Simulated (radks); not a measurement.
Results of a calculation; reference values are marked as such.
All-electron atom: Er II in [Xe] 4f12 6s1 (the NIST ground configuration). Code: a radial shooting solver on a logarithmic mesh with Libxc functionals. Model: Dirac Kohn-Sham, PBE, spin-unpolarised, spherical densities, point nucleus; open shells fill j = l - 1/2 first.

Radial electron density D(r) = 4 pi r^2 rho(r):

| r (bohr) | D(r) (e/bohr) |
|---|---|
| 0.001173 | 6.984 |
| 0.001589 | 11.18 |
| 0.002154 | 17.55 |
| 0.002942 | 27.09 |
| 0.003988 | 39.82 |
| 0.005404 | 55.68 |
| 0.007383 | 73.29 |
| 0.01001 | 87.69 |
| 0.01367 | 94.27 |
| 0.01853 | 90.60 |
| 0.02511 | 83.74 |
| 0.0343 | 88.31 |
| 0.04649 | 108.5 |
| 0.06351 | 121.8 |
| 0.08607 | 106.4 |
| 0.1167 | 92.79 |
| 0.1594 | 107.3 |
| 0.216 | 95.74 |
| 0.2927 | 55.90 |
| 0.3999 | 55.11 |
| 0.542 | 56.39 |
| 0.7404 | 31.63 |
| 1.003 | 16.65 |
| 1.36 | 10.33 |
| 1.858 | 4.437 |
| 2.518 | 1.335 |
| 3.412 | 0.4930 |
| 4.662 | 0.1914 |
| 6.318 | 0.03850 |
| 8.632 | 0.002387 |

D(r) has 4 maxima, at r = 0.0141, 0.0625, 0.174, 0.477 bohr, and minima at 0.0272, 0.114, 0.338 bohr, inside which lie 2.01, 11.13, 29.63 electrons.
